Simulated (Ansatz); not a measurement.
Molecule: P2H5, net charge 1, singlet state. It need not be the lowest isomer of its formula. SMILES: P[PH3+]
Geometry: optimised at B3LYP-D3(BJ)/def2-TZVP (Ansatz, a quantum-chemistry and plane-wave program).

Computed values are from Ansatz. Valence correlation only, unless marked. UHF or UKS for open shells. No spin-orbit coupling. No relativistic terms. CBS marks a two-point X^-3 extrapolation of the correlation energy; Hartree-Fock from the larger set. [CCSD(T)-MP2]/basis is that difference in the basis named.

```
Item                                                                                                                                                     Value
-------------------------------------------------------------------  -----------------------------------------------------------------------------------------
vertical ionisation energy (to the doublet)                                          16.46 eV at RI-MP2/CBS(def2-TZVPPD,def2-QZVPPD)+[CCSD(T)-MP2]/def2-TZVPPD
vertical electron affinity (to the doublet; negative means unbound)                   4.46 eV at RI-MP2/CBS(def2-TZVPPD,def2-QZVPPD)+[CCSD(T)-MP2]/def2-TZVPPD
vertical triplet-singlet gap                                                          5.21 eV at RI-MP2/CBS(def2-TZVPPD,def2-QZVPPD)+[CCSD(T)-MP2]/def2-TZVPPD
total energy                                                         -684.5822 Eh at RI-MP2/CBS(aug-cc-pV(T+d)Z,aug-cc-pV(Q+d)Z)+[CCSD(T)-MP2]/aug-cc-pV(T+d)Z
T1 diagnostic                                                                                                                    0.014 at CCSD/aug-cc-pV(T+d)Z
```
